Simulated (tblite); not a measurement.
Species: CH11ClSi4.
SMILES with atom numbers: `[SiH3:1][Si:2]([SiH3:3])([SiH3:4])[CH2:5][Cl:6]` (hydrogens: H7, H8, H9 on Si1; H10, H11, H12 on Si3; H13, H14, H15 on Si4; H16, H17 on C5)

Computed values, GFN2-xTB/tblite, gas phase, harmonic and unscaled. The method is semi-empirical: single wavenumbers can be off by several per cent or more. Modes of hydrogen on silicon can be 10 to 20 % off.

Harmonic wavenumbers (cm⁻¹): 25.6, 37.8, 41.5, 57.3, 69.7, 82.5, 91.3, 107.0, 145.9, 202.6, 323.2, 380.5, 382.0, 391.3, 405.8, 408.4, 446.9, 479.6, 489.8, 630.4, 699.6, 721.6, 750.7, 751.4, 797.9, 799.4, 812.1, 813.0, 816.7, 818.5, 832.5, 1098.6, 1184.8, 1445.0, 2213.2, 2217.3, 2220.4, 2225.2, 2227.3, 2230.7, 2247.2, 2250.2, 2259.2, 2975.3, 2979.7.

A = 1113, B = 790.9, C = 719.2 MHz; mass 169.963 u (most abundant isotopes); point group Cs, symmetry number 1.

Problem. What is the zero-point energy?

Solution. Half the sum of the wavenumbers: 21793 cm⁻¹ = 260.71 kJ/mol.

Problem. Give the ideal-gas entropy at 350 K and 1 bar in the rigid-rotor, harmonic-oscillator model (classical rotation).

Solution. Translation 176.24, rotation 130.06, vibration 248.84: S = 555.1 J/(mol K).

Problem. And Cp and H(350 K) − H(0)?

Solution. Cp = 225.36 J/(mol K), of which vibrations give 192.10 (their classical limit is 45 R = 374.2); H(350 K) − H(0) = 51.32 kJ/mol without the zero-point energy, 39.68 from vibrations.

Problem. What must be added to the electronic energy to get the Gibbs energy at 350 K and 1 bar?

Solution. ZPE + [H(350 K) − H(0)] − T·S = 260.71 + 51.32 − 194.30 = 117.73 kJ/mol.

Problem. How do the functions run with temperature in this model?

Solution. 
| T (K) | S (J/(mol K)) | Cp (J/(mol K)) | H − H(0) (kJ/mol) | G − H(0) (kJ/mol) | ln q(vib) |
| --- | --- | --- | --- | --- | --- |
| 50 | 284.4 | 86.2 | 2.97 | -11.26 | 2.02 |
| 100 | 352.8 | 112.8 | 7.97 | -27.31 | 5.02 |
| 298.15 | 520.5 | 207.2 | 40.10 | -115.08 | 14.22 |
| 373.15 | 569.8 | 232.5 | 56.63 | -156.00 | 17.18 |
| 500 | 642.6 | 264.5 | 88.26 | -233.02 | 21.78 |
| 750 | 758.6 | 307.7 | 160.17 | -408.77 | 29.66 |
| 1000 | 851.3 | 336.3 | 240.92 | -610.39 | 36.38 |

q(vib) and H(0) count from the zero-point level.

Problem. Blend soft modes into free rotors: weight 1/[1 + (100 cm⁻¹/ν̃)⁴] for the oscillator and the rest for a rotor with moment μB/(μ + B), μ = h/(8π²ν), B = 10⁻⁴⁴ kg m². What vibrational entropy results?

Solution. 211.63 J/(mol K) in place of 248.84, which changes −T·S at 350 K by +13.02 kJ/mol.

Problem. Which modes carry the vibrational entropy at 350 K?

Solution. 25.6 cm⁻¹: 27.04; 37.8 cm⁻¹: 23.80; 41.5 cm⁻¹: 23.03; 57.3 cm⁻¹: 20.36; 69.7 cm⁻¹: 18.74; 82.5 cm⁻¹: 17.34 J/(mol K); the other 39 give 118.53 together.

Hindered rotation and anharmonicity are outside this model.

Shape of the structure used: `[SiH3:1][Si:2]([SiH3:3])([SiH3:4])[CH2:5][Cl:6]`: Si1–Si2–C5–Cl6 180°.
